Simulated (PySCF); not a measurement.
C₃H₈OSi, SMILES C=C[SiH2]OC.

Coordinates come from a ωB97X-D3(BJ)/def2-SVP optimisation. One conformer was computed; it need not be the lowest.

The numbers are results of PySCF with TDDFT-ωB97X/def2-SVPD, not measurements.

Vertical excitations. The molecule is in vacuum. State labels are in the subgroup Cs.

```
state  symmetry  energy (eV)  λ (nm)      f                                                                 main pairs
-----  --------  -----------  ------  -----  -------------------------------------------------------------------------
S1           A"         6.98     178  0.002                                         HOMO−2→LUMO 49 %, HOMO−3→LUMO 47 %
S2           A'         7.29     170  0.445                                                             HOMO→LUMO 90 %
S3           A"         7.40     168  0.000                                       HOMO−1→LUMO+1 44 %, HOMO→LUMO+1 37 %
S4           A"         7.82     158  0.018    HOMO→LUMO+1 33 %, HOMO−1→LUMO+1 31 %, HOMO→LUMO+3 19 %, HOMO→LUMO+2 5 %
S5           A'         7.94     156  0.002                                                           HOMO−1→LUMO 91 %
S6           A"         8.19     151  0.000                                       HOMO→LUMO+2 64 %, HOMO−1→LUMO+1 10 %
S7           A'         8.31     149  0.025                                                         HOMO−2→LUMO+1 78 %
S8           A"         8.46     147  0.002  HOMO−1→LUMO+3 28 %, HOMO−1→LUMO+2 10 %, HOMO−3→LUMO 10 %, HOMO−5→LUMO 8 %
S9           A"         8.57     145  0.007   HOMO−2→LUMO 26 %, HOMO−5→LUMO 21 %, HOMO−3→LUMO 20 %, HOMO−1→LUMO+3 12 %
S10          A"         8.72     142  0.154  HOMO−1→LUMO+2 43 %, HOMO→LUMO+3 15 %, HOMO−1→LUMO+3 13 %, HOMO→LUMO+1 8 %
T1           A'         4.31     288      0                                           HOMO→LUMO 78 %, HOMO−1→LUMO 14 %
T2           A"         6.42     193      0                                         HOMO−2→LUMO 49 %, HOMO−3→LUMO 47 %
T3           A"         7.15     173      0                                       HOMO−1→LUMO+1 41 %, HOMO→LUMO+1 32 %
T4           A'         7.71     161      0                                           HOMO−1→LUMO 73 %, HOMO→LUMO 17 %
```
Triplets are in the Tamm–Dancoff approximation, which puts them higher than full response would, so one can lie above its singlet here.
